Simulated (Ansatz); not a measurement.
Ansatz (a quantum-chemistry and plane-wave program) input (HF/aug-cc-pVTZ):

Ansatz 0.2 input:
```yaml
crystal:
  periodic: [false, false, false]
  atoms:
    - {symbol: C, position_ang: [-1.91612097, -0.12057085, 0.27356055]}
    - {symbol: C, position_ang: [-0.53692026, -0.57462926, -0.15388333]}
    - {symbol: N, position_ang: [0.49803126, 0.49664831, 0.12723861]}
    - {symbol: C, position_ang: [1.89870170, 0.13126988, -0.26604588]}
    - {symbol: H, position_ang: [-2.23746010, 0.76926208, -0.27071531]}
    - {symbol: H, position_ang: [-2.63169911, -0.91313123, 0.05708119]}
    - {symbol: H, position_ang: [-1.96339703, 0.08041657, 1.34531925]}
    - {symbol: H, position_ang: [-0.20646674, -1.46146720, 0.38484641]}
    - {symbol: H, position_ang: [-0.47905113, -0.77633826, -1.22246904]}
    - {symbol: H, position_ang: [0.47158455, 0.72165907, 1.12453234]}
    - {symbol: H, position_ang: [2.56093868, 0.95904083, -0.02551166]}
    - {symbol: H, position_ang: [1.91518007, -0.06759052, -1.33409938]}
    - {symbol: H, position_ang: [2.18992248, -0.75814354, 0.28594099]}
    - {symbol: H, position_ang: [0.22026673, 1.35333539, -0.35738306]}
basis:
  gaussian:
    orbitals: aug-cc-pVTZ
hamiltonian:
  xc: hf
magnetization: {spin_polarized: true, initial_magnetization: 1}
```

End of the output:

```
integrals: 0.43 GiB planned
1639 factors; their error is unknown
mean field: 3.74 GiB planned
mean field evaluation 1: about -4725.3523 eV, gradient 2.6e1 eV
mean field evaluation 2: about -4729.2570 eV, gradient 1.1e1 eV
mean field evaluation 4: about -4730.1813 eV, gradient 1.1e0 eV
mean field evaluation 8: about -4730.2347 eV, gradient 1.1e-1 eV
mean field evaluation 16: about -4725.3647 eV, gradient 2.6e1 eV
mean field evaluation 32: about -4729.7081 eV, gradient 9.4e-1 eV
mean field evaluation 64: about -4729.7399 eV, gradient 7.5e-1 eV
mean field evaluation 96: about -4729.1269 eV, gradient 3.5e0 eV
mean field evaluation 128: about -4729.9167 eV, gradient 9.1e-1 eV
mean field evaluation 160: about -4728.3250 eV, gradient 4.6e0 eV
mean field -4730.24130753 eV, -173.8331617791 hartree, gradient 1.0e-5 eV, S^2 0.750655; 2 other end points of the search recorded, 0 dependent functions left out
reference -4730.24130753 eV, -173.8331617791 hartree; 18, 17 occupied and 396, 397 virtual orbitals, 1639 factors
Total energy: -4730.24130753 eV, -173.8331617791 hartree
```

This state (charge 0, doublet) is run at the relaxed geometry of the species with charge 1 and multiplicity 1.
